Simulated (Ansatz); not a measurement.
One change: `C[O][Sc]([Cl])[O][SiH3]` becomes `[F][Sc]([Cl])[O][SiH3]`.

Ansatz, PBE0-D4/def2-TZVP geometries, multiplicity 1. Each molecule was computed in one conformer, which needn't be the lowest.

Scalar relativity is left out up to krypton.

```csv
property,`C[O][Sc]([Cl])[O][SiH3]`
LUMO energy (B3LYP/def2-TZVPP) / eV,-2.54
HOMO energy (ωB97M-V/def2-TZVPP) / eV,-10.61
LUMO energy (PBE0/def2-TZVPP) / eV,-2.17
HOMO energy (B3LYP/def2-TZVPP) / eV,-8.05
HOMO energy (PBE/def2-TZVPP) / eV,-6.82
HOMO–LUMO gap (B3LYP/def2-TZVPP) / eV,5.50
```

Task: What does the change do to each property? (Estimate.)

Result: Computed: 
```json
{"property": "LUMO energy (B3LYP/def2-TZVPP) / eV", "`[F][Sc]([Cl])[O][SiH3]`": "-3.02", "shift": "-0.48"}
{"property": "HOMO energy (ωB97M-V/def2-TZVPP) / eV", "`[F][Sc]([Cl])[O][SiH3]`": "-11.21", "shift": "-0.60"}
{"property": "LUMO energy (PBE0/def2-TZVPP) / eV", "`[F][Sc]([Cl])[O][SiH3]`": "-2.62", "shift": "-0.45"}
{"property": "HOMO energy (B3LYP/def2-TZVPP) / eV", "`[F][Sc]([Cl])[O][SiH3]`": "-8.69", "shift": "-0.64"}
{"property": "HOMO energy (PBE/def2-TZVPP) / eV", "`[F][Sc]([Cl])[O][SiH3]`": "-7.51", "shift": "-0.69"}
{"property": "HOMO–LUMO gap (B3LYP/def2-TZVPP) / eV", "`[F][Sc]([Cl])[O][SiH3]`": "5.67", "shift": "0.17"}
```

With PBE0 the HOMO falls by 0.64 eV and the LUMO falls by 0.45 eV, so the gap widens by about 0.19 eV. PBE moves the HOMO by -0.69 eV and ωB97M-V by -0.60 eV.

B3LYP here is the variant with VWN-RPA as its local correlation; programs differ in this.
